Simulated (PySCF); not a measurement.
CuI, SMILES [Cu][I] (connectivity only; charge and spin as stated), charge -1, multiplicity 2. Atoms are numbered in the order given.

```xyz
2

Cu     0.0000     0.0000    -1.6472
I      0.0000     0.0000     0.9013
```
Charge -1, spin multiplicity 2.

Geometry: PBE0-D3(BJ)/def2-TZVPD. The multiplicity is an assumed one; other spin states were not compared. The def2 effective core potentials stand for the cores of I; spin–orbit coupling is left out.

The numbers are results of PySCF with CAM-B3LYP/def2-TZVPD, not measurements.

Mulliken values depend strongly on the basis, most of all with diffuse functions as here. ESP charges are fitted to the potential on shells at 1.4 to 2.0 van der Waals radii. Atomic charges (e):

| atom | Mulliken | ESP fit | Mulliken spin |
|---|---|---|---|
| Cu1 | -0.41 | (withheld) | 0.93 |
| I2 | -0.59 | (withheld) | 0.07 |

Task: What belongs in the gaps? (An estimate is asked for; the answer gives what the named calculation found.)

Result: 
- Cu1, ESP fit: -0.34
- I2, ESP fit: -0.66
